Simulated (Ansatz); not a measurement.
Basis-set series for BH$_{6}$NOSiZn, SMILES `NB([SiH3])[O][ZnH]`. The species carries charge 0 and has multiplicity 1. All single points use the PBE0-D4/def2-TZVP geometry. It is one conformer, not always the lowest.

Cartesian coordinates in Å:
```
N -0.127 -0.835 -0.957
B 0.238 0.020 0.275
Si -0.837 1.665 0.799
O 1.291 -0.446 0.901
Zn 1.624 -1.937 -0.279
H -0.115 -0.324 -1.834
H -1.046 -1.263 -0.901
H -0.317 2.348 2.013
H -2.263 1.295 1.043
H -0.853 2.651 -0.323
H 2.405 -3.174 -0.740
```

```csv
functional,basis,functions,energy (Eh),HOMO (eV),LUMO (eV)
PBE0-D4,def2-SVP,121,-2226.39568,-7.27,-0.28
PBE0-D4,def2-QZVPP,521,-2226.99568,-7.40,-0.60
ωB97M-V,def2-SVP,121,-2226.75615,-9.37,1.77
ωB97M-V,def2-QZVPP,521,-2227.35949,-9.54,0.51
```

(1) Give the rows for def2-TZVPP. (Estimate.)

## Answers

(1) Computed: 
| functional | basis | functions | energy (Eh) | HOMO (eV) | LUMO (eV) |
| --- | --- | --- | --- | --- | --- |
| PBE0-D4 | def2-TZVPP | 283 | -2226.93276 | -7.40 | -0.57 |
| ωB97M-V | def2-TZVPP | 283 | -2227.29925 | -9.54 | 1.00 |

Positive LUMOs are unbound and depend on the basis. Scalar relativity is left out up to krypton.
